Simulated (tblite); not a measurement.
Species: alpha-fenchol, C10H18O.
Numbering: `[CH3:1][C@@:2]12[CH2:3][CH2:4][C@@H:5]([CH2:6]1)[C:7]([CH3:8])([CH3:9])[C@@H:10]2[OH:11]` (hydrogens: H12, H13, H14 on C1; H15, H16 on C3; H17, H18 on C4; H19 on C5; H20, H21 on C6; H22, H23, H24 on C8; H25, H26, H27 on C9; H28 on C10; H29 on O11)

Structure used (GFN2-xTB), in Å, numbered top down from 1:
```xyz
29
C10H18O angstrom
C      2.2348    0.9363    1.3333
C      1.1753    0.2646    0.4813
C      1.5785    0.0690   -0.9917
C      0.6636   -1.0744   -1.4709
C     -0.2532   -1.3039   -0.2641
C      0.7601   -1.1567    0.8730
C     -1.1879   -0.0922   -0.0360
C     -1.9129    0.3877   -1.2941
C     -2.2625   -0.4412    0.9984
C     -0.1998    0.9769    0.5420
O     -0.2507    2.2466   -0.0436
H      1.9264    0.9526    2.3764
H      2.3813    1.9627    1.0040
H      3.1816    0.4050    1.2594
H      1.4568    0.9807   -1.5787
H      2.6303   -0.2121   -1.0545
H      0.1240   -0.8412   -2.3857
H      1.2437   -1.9790   -1.6593
H     -0.7927   -2.2496   -0.3076
H      1.5798   -1.8697    0.8021
H      0.3257   -1.2112    1.8685
H     -1.2346    0.7257   -2.0728
H     -2.5695    1.2172   -1.0401
H     -2.5181   -0.4204   -1.6998
H     -2.8346    0.4475    1.2551
H     -1.8238   -0.8388    1.9095
H     -2.9462   -1.1868    0.5967
H     -0.4449    1.1676    1.5924
H     -0.0505    2.1652   -0.9824
```

Computed with GFN2-xTB (tblite): harmonic, unscaled wavenumbers at the GFN2-xTB geometry, gas phase. This tight-binding method is rough: wavenumbers can miss measured ones by several per cent, in bad cases by 10 to 20. One conformer, not necessarily the lowest.

Harmonic wavenumbers (cm⁻¹): 84.7, 181.5, 195.1, 213.9, 232.5, 256.7, 285.3, 293.1, 301.2, 341.3, 352.9, 385.2, 437.2, 465.9, 490.6, 504.6, 571.7, 603.6, 701.7, 809.5, 832.2, 846.2, 895.0, 937.3, 950.0, 960.5, 963.0, 985.7, 1003.3, 1006.7, 1011.0, 1020.5, 1057.2, 1083.3, 1111.7, 1129.0, 1137.3, 1160.4, 1183.2, 1201.9, 1211.5, 1224.4, 1235.4, 1251.8, 1256.3, 1269.8, 1282.3, 1301.1, 1318.8, 1334.5, 1369.2, 1403.4, 1410.1, 1421.8, 1488.6, 1492.2, 1493.0, 1497.2, 1500.1, 1504.0, 1508.1, 1516.6, 1533.6, 2938.2, 2962.9, 2979.5, 2986.9, 2995.4, 3004.7, 3020.0, 3021.5, 3024.2, 3024.5, 3027.9, 3029.2, 3031.0, 3035.1, 3037.0, 3044.0, 3046.7, 3537.8.

A = 1530, B = 1109, C = 987.9 MHz; mass 154.136 u (most abundant isotopes); point group C1, symmetry number 1.

Task: What is the zero-point energy?

Result: ½Σν̃ = 57377 cm⁻¹ = 686.38 kJ/mol.

Task: Give the ideal-gas entropy at 500 K and 1 bar in the rigid-rotor, harmonic-oscillator model (classical rotation).

Result: Translation 182.43, rotation 130.46, vibration 235.47: S = 548.4 J/(mol K).

Task: And Cp and H(500 K) − H(0)?

Result: Cp = 327.14 J/(mol K), of which vibrations give 293.88 (their classical limit is 81 R = 673.5); H(500 K) − H(0) = 85.07 kJ/mol without the zero-point energy, 68.44 from vibrations.

Task: Blend soft modes into free rotors: weight 1/[1 + (100 cm⁻¹/ν̃)⁴] for the oscillator and the rest for a rotor with moment μB/(μ + B), μ = h/(8π²ν), B = 10⁻⁴⁴ kg m². What vibrational entropy results?

Result: 231.56 J/(mol K) in place of 235.47, which changes −T·S at 500 K by +1.96 kJ/mol.

Task: How do the functions run with temperature in this model?

Result: 
```tsv
T (K)	S (J/(mol K))	Cp (J/(mol K))	H − H(0) (kJ/mol)	G − H(0) (kJ/mol)	ln q(vib)
50	239.8	42.5	1.79	-10.20	0.11
100	278.0	73.1	4.64	-23.16	0.66
298.15	414.0	199.0	31.49	-91.94	5.53
373.15	464.2	249.7	48.33	-124.87	7.79
750	703.5	437.3	181.67	-345.98	20.23
1000	839.9	509.5	300.61	-539.29	28.46
```

q(vib) and H(0) count from the zero-point level.

Task: Which modes carry the vibrational entropy at 500 K?

Result: 84.7 cm⁻¹: 20.07; 181.5 cm⁻¹: 13.81; 195.1 cm⁻¹: 13.22; 213.9 cm⁻¹: 12.48; 232.5 cm⁻¹: 11.81; 256.7 cm⁻¹: 11.02 J/(mol K); the other 75 give 153.06 together.

Hindered rotation and anharmonicity are outside this model. Other conformers, if any are populated, would add a mixing term that is left out. The structure is chiral; the term R ln 2 for an equal mix with its mirror image is left out.
